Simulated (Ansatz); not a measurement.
Reaction (isomerisation): `[SiH3]B1CN1` → `CB1N[SiH2]1`

Computed with Ansatz on PBE0-D4/def2-TZVP structures; ΔE is electronic, products minus reactants. CCSD(T)/CBS adds triple-zeta CCSD(T) − MP2 to the extrapolated MP2 energy (def2 sets, frozen cores). Functionals use def2-TZVPP. HSE06 is defined as in plane-wave codes.

| level | ΔE (kJ/mol) | difference from CCSD(T)/CBS |
| --- | --- | --- |
| BLYP-D4 | -133.0 | 6.8 |
| PBE0-D4 | -135.5 | 4.3 |
| BHLYP-D4 | -137.8 | 2.0 |
| CAM-B3LYP-D4 | -134.5 | 5.3 |
| ωB97M-V | -139.2 | 0.6 |
| r2SCAN0 | -141.8 | -2.0 |
| HSE06 | -135.3 | 4.5 |
| MP2/def2-SVP | -129.9 | 9.9 |
| SCS-MP2/def2-TZVPP | -137.8 | 2.0 |
| MP2/CBS(def2) | -144.9 | -5.1 |
| CCSD(T)/CBS | -139.8 | 0 |

Question: What do rigid-rotor, harmonic-oscillator terms from PBE0-D4/def2-TZVP frequencies (298.15 K, 1 bar) make of the CCSD(T)/CBS value? (An estimate is asked.)

Answer: Ansatz gave: ΔZPE = +6.8 kJ/mol, ΔH = -134.0 kJ/mol, ΔS = -10 J/(mol·K), ΔG = -131.0 kJ/mol.

Largest T1 diagnostic among the species: 0.014.

From BLYP to BHLYP (50 % exact exchange), in def2-TZVPP and without D4, ΔE moves by −5.4 kJ/mol. At CCSD(T), def2-SVP lies +16.5 kJ/mol from the extrapolated value and def2-TZVPP +1.8 kJ/mol.
